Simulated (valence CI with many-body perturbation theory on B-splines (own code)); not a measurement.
# Hf²³⁺: electric-dipole lines

Calculated by relativistic CI+MBPT: three valence electrons over a frozen Dirac-Fock core [Kr] 4d10, a basis of 7 s, 7 p, 7 d, 7 f, 4 g, 2 h functions for each j, with the one-electron correlation potential Σ1, the two-electron term Σ2, the three-electron term Σ3, Breit, model QED; selected CI, second order for the rest, scaled by the run's own slope (own B-spline code, finite nucleus).

No measured levels were compared; by estimate terms of the open shell hold to a few per cent of their energy, and close levels can change places. Excitations out of the core, of the other parity, are not computed and may begin above about 152 eV (a cautious bound); beyond it only levels of the ground parity were kept, without lifetimes.

Lines 101 to 150 of 545 in falling wavelength, among levels below 1228800 cm⁻¹, chosen from the strongest by gf and those to the six lowest levels. Wavelengths and rates use the calculated energies, so an error of 2000 cm⁻¹ moves a line at 307.9 Å by 0.62 % and its rate by three times that or more. Electric multipoles are in the length gauge, E1 and E2 with the static RPA response of the core. Weak lines are less certain than strong ones. Lines between different terms over intervals too small for the method are left out, as are lines whose strength nearly cancels.

Levels are named by their leading jj configuration (3d3/2^4 stands for four electrons in 3d with j = 3/2), which in mixed levels can hold well under half, so a name can repeat and another be missing. Letters in brackets count levels of one name in rising energy.

```
λ vac (Å)                           Upper                        Lower   A (s⁻¹)  S (a.u.) with core polarisation  S without
    307.9       (4f5/2 4f7/2 5p1/2) J=1/2           (4f5/2^2 5s) J=1/2  3.08e+08                         8.87e-03   1.15e-02
    306.8           (4f5/2^2 5p1/2) J=7/2           (4f5/2^2 5s) J=7/2  4.28e+09                         4.88e-01   6.34e-01
    306.6       (4f5/2 4f7/2 5p1/2) J=1/2   (4f5/2 4f7/2 5s) J=3/2 [a]  2.00e+08                         5.70e-03   7.36e-03
    306.1   (4f5/2 4f7/2 5p1/2) J=7/2 [b]   (4f5/2 4f7/2 5s) J=7/2 [a]  4.92e+08                         5.57e-02   7.23e-02
    302.7   (4f5/2 4f7/2 5p1/2) J=7/2 [a]           (4f5/2^2 5s) J=5/2  6.46e+08                         7.07e-02   9.18e-02
    302.1   (4f5/2 4f7/2 5p1/2) J=3/2 [b]           (4f5/2^2 5s) J=1/2  7.43e+08                         4.04e-02   5.24e-02
    300.8   (4f5/2 4f7/2 5p1/2) J=3/2 [b]   (4f5/2 4f7/2 5s) J=3/2 [a]  2.46e+08                         1.32e-02   1.72e-02
    300.6   (4f5/2 4f7/2 5p1/2) J=7/2 [b]   (4f5/2 4f7/2 5s) J=9/2 [a]  6.42e+08                         6.89e-02   8.95e-02
    300.3   (4f5/2 4f7/2 5p1/2) J=9/2 [b]  (4f5/2 4f7/2 5s) J=11/2 [a]  8.12e+08                         1.09e-01   1.41e-01
    300.2   (4f5/2 4f7/2 5p1/2) J=5/2 [a]           (4f5/2^2 5s) J=5/2  1.93e+08                         1.54e-02   2.00e-02
    299.4           (4f7/2^2 5p1/2) J=9/2          (4f7/2^2 5s) J=11/2  4.08e+07                         5.40e-03   7.04e-03
    299.3   (4f5/2 4f7/2 5p1/2) J=3/2 [b]   (4f5/2 4f7/2 5s) J=5/2 [b]  6.59e+08                         3.49e-02   4.53e-02
    299.1          (4f7/2^2 5p1/2) J=11/2   (4f5/2 4f7/2 5s) J=9/2 [a]  8.31e+07                         1.32e-02   1.71e-02
    297.6           (4f5/2^2 5p1/2) J=5/2           (4f5/2^2 5s) J=7/2  9.46e+07                         7.38e-03   9.67e-03
    297.0           (4f7/2^2 5p1/2) J=5/2   (4f5/2 4f7/2 5s) J=3/2 [b]  5.25e+08                         4.07e-02   5.29e-02
    296.7  (4f5/2 4f7/2 5p1/2) J=11/2 [a]           (4f5/2^2 5s) J=9/2  8.57e+08                         1.33e-01   1.72e-01
    296.5   (4f5/2 4f7/2 5p1/2) J=5/2 [a]           (4f5/2^2 5s) J=3/2  2.37e+07                         1.83e-03   2.37e-03
    296.0   (4f5/2 4f7/2 5p1/2) J=9/2 [a]           (4f5/2^2 5s) J=9/2  4.28e+08                         5.48e-02   7.12e-02
    295.7   (4f5/2 4f7/2 5p1/2) J=7/2 [b]           (4f5/2^2 5s) J=5/2  5.94e+08                         6.06e-02   7.86e-02
    295.4          (4f7/2^2 5p1/2) J=11/2  (4f5/2 4f7/2 5s) J=11/2 [a]  1.56e+08                         2.38e-02   3.10e-02
    295.2           (4f7/2^2 5p1/2) J=7/2   (4f5/2 4f7/2 5s) J=7/2 [b]  2.23e+08                         2.26e-02   2.94e-02
    293.9          (4f7/2^2 5p1/2) J=13/2  (4f5/2 4f7/2 5s) J=11/2 [a]  5.36e+08                         9.41e-02   1.22e-01
    293.7  (4f5/2 4f7/2 5p1/2) J=11/2 [b]           (4f7/2^2 5s) J=9/2  3.36e+07                         5.04e-03   6.57e-03
    292.0           (4f7/2^2 5p1/2) J=9/2   (4f5/2 4f7/2 5s) J=7/2 [b]  4.85e+08                         5.96e-02   7.73e-02
    290.9           (4f7/2^2 5p1/2) J=7/2   (4f5/2 4f7/2 5s) J=9/2 [b]  1.78e+08                         1.73e-02   2.24e-02
    290.5   (4f5/2 4f7/2 5p1/2) J=5/2 [b]   (4f5/2 4f7/2 5s) J=7/2 [b]  2.55e+07                         1.85e-03   2.44e-03
    290.3   (4f5/2 4f7/2 5p1/2) J=5/2 [b]   (4f5/2 4f7/2 5s) J=5/2 [a]  3.40e+07                         2.46e-03   3.22e-03
    289.1           (4f7/2^2 5p1/2) J=3/2   (4f5/2 4f7/2 5s) J=3/2 [a]  5.66e+07                         2.70e-03   3.51e-03
    288.9   (4f5/2 4f7/2 5p1/2) J=7/2 [a]           (4f5/2^2 5s) J=9/2  6.13e+07                         5.84e-03   7.60e-03
    288.9           (4f7/2^2 5p1/2) J=7/2   (4f5/2 4f7/2 5s) J=7/2 [a]  1.93e+07                         1.84e-03   2.37e-03
    288.2           (4f7/2^2 5p1/2) J=5/2   (4f5/2 4f7/2 5s) J=3/2 [a]  1.21e+08                         8.61e-03   1.12e-02
    287.8           (4f7/2^2 5p1/2) J=9/2   (4f5/2 4f7/2 5s) J=9/2 [b]  7.42e+07                         8.73e-03   1.13e-02
    287.7           (4f7/2^2 5p1/2) J=3/2   (4f5/2 4f7/2 5s) J=5/2 [b]  6.77e+07                         3.18e-03   4.14e-03
    287.0           (4f5/2^2 5p3/2) J=1/2           (4f7/2^2 5s) J=1/2  1.45e+08                         3.38e-03   4.37e-03
    286.8           (4f7/2^2 5p1/2) J=5/2   (4f5/2 4f7/2 5s) J=5/2 [b]  4.33e+07                         3.02e-03   3.93e-03
    286.5           (4f7/2^2 5p1/2) J=5/2           (4f7/2^2 5s) J=7/2  3.55e+08                         2.48e-02   3.23e-02
    285.9           (4f7/2^2 5p1/2) J=9/2   (4f5/2 4f7/2 5s) J=7/2 [a]  7.16e+07                         8.25e-03   1.07e-02
    285.6   (4f5/2 4f7/2 5p1/2) J=9/2 [b]           (4f5/2^2 5s) J=9/2  4.49e+07                         5.16e-03   6.70e-03
    285.2  (4f5/2 4f7/2 5p1/2) J=11/2 [b]          (4f7/2^2 5s) J=11/2  5.83e+07                         8.00e-03   1.04e-02
    284.4   (4f5/2 4f7/2 5p1/2) J=5/2 [b]   (4f5/2 4f7/2 5s) J=7/2 [a]  5.31e+08                         3.62e-02   4.70e-02
    281.5   (4f5/2 4f7/2 5p1/2) J=9/2 [b]           (4f5/2^2 5s) J=7/2  7.69e+07                         8.47e-03   1.10e-02
    278.5   (4f5/2 4f7/2 5p1/2) J=3/2 [b]   (4f5/2 4f7/2 5s) J=5/2 [a]  3.05e+08                         1.30e-02   1.69e-02
    276.9   (4f5/2 4f7/2 5p1/2) J=3/2 [a]           (4f5/2^2 5s) J=5/2  8.87e+07                         3.72e-03   4.84e-03
    276.6      (4f5/2 4f7/2 5p1/2) J=13/2          (4f7/2^2 5s) J=13/2  7.59e+07                         1.11e-02   1.44e-02
    274.7  (4f5/2 4f7/2 5p1/2) J=11/2 [b]   (4f5/2 4f7/2 5s) J=9/2 [b]  1.29e+07                         1.59e-03   2.06e-03
    272.3   (4f5/2 4f7/2 5p1/2) J=5/2 [b]           (4f5/2^2 5s) J=3/2  7.65e+07                         4.57e-03   5.91e-03
    271.0           (4f5/2^2 5p1/2) J=1/2           (4f5/2^2 5s) J=3/2  3.65e+08                         7.16e-03   9.35e-03
    268.6  (4f5/2 4f7/2 5p1/2) J=11/2 [b]   (4f5/2 4f7/2 5s) J=9/2 [a]  1.54e+07                         1.76e-03   2.28e-03
    268.4           (4f7/2^2 5p1/2) J=3/2   (4f5/2 4f7/2 5s) J=5/2 [a]  3.96e+07                         1.51e-03   1.97e-03
    266.3       (4f5/2 4f7/2 5p1/2) J=1/2           (4f5/2^2 5s) J=3/2  1.41e+08                         2.63e-03   3.43e-03
```
